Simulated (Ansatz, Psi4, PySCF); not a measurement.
C₃H₅ (SMILES C=[C]C), doublet, geometry from GFN2-xTB. Base run: REVPBE/def2-SVPD (PySCF).

The PySCF input:
```python
from pyscf import gto, scf, dft

mol = gto.M(
    atom='''
C     1.31352899    0.25622584   -0.02192716
C     0.02590858    0.37408297   -0.01022305
H     1.83787885   -0.70392499   -0.00249333
H     1.97053843    1.11335976   -0.05223491
C    -1.20640148   -0.39885089    0.02447718
H    -1.00835162   -1.47840810    0.05083729
H    -1.78896803   -0.13645457    0.90819127
H    -1.80931420   -0.18331958   -0.85826214
''',
    basis='def2-svpd',
    spin=1,
    verbose=4,
)

mf = dft.UKS(mol)
mf.xc = 'revpbe'
mf.kernel()
```

The same geometry, method and basis name were run in Ansatz (a first-principles code) and Psi4 and PySCF, at each program's defaults and at the settings that a row names. The base is PySCF at its defaults. Differences at the defaults can come from grids, fitting, cores and function types together.

| code and settings | ΔE vs base (µEh) | basis functions | E (Eh) | SCF cycles | dipole (D) |
|---|---|---|---|---|---|
| PySCF, defaults (exact integrals, its default grid, spherical functions) | 0.0 | 100 | -117.11394 | 11 | 0.89 |
| Psi4, defaults (density fitting with its default set, its default grid, spherical functions) | -52.7 | 100 | -117.11400 | 10 | 0.89 |
| Ansatz, defaults (factorised integrals, its default grid, spherical functions) | -0.9 | 100 | -117.11395 | - | - |
| PySCF, density fitting with def2-universal-jkfit | -52.6 | 100 | -117.11400 | 11 | 0.89 |
| PySCF, fine grid | 0.0 | 100 | -117.11394 | 11 | 0.89 |
| Psi4, exact integrals, spherical functions, fine grid | 0.1 | 100 | -117.11394 | 13 | 0.89 |
| Ansatz, high accuracy | 0.1 | 100 | -117.11394 | - | - |

Open shells are given as the SCF converged; they aren't shown to be the lowest states, and a large step between rows can be another state.
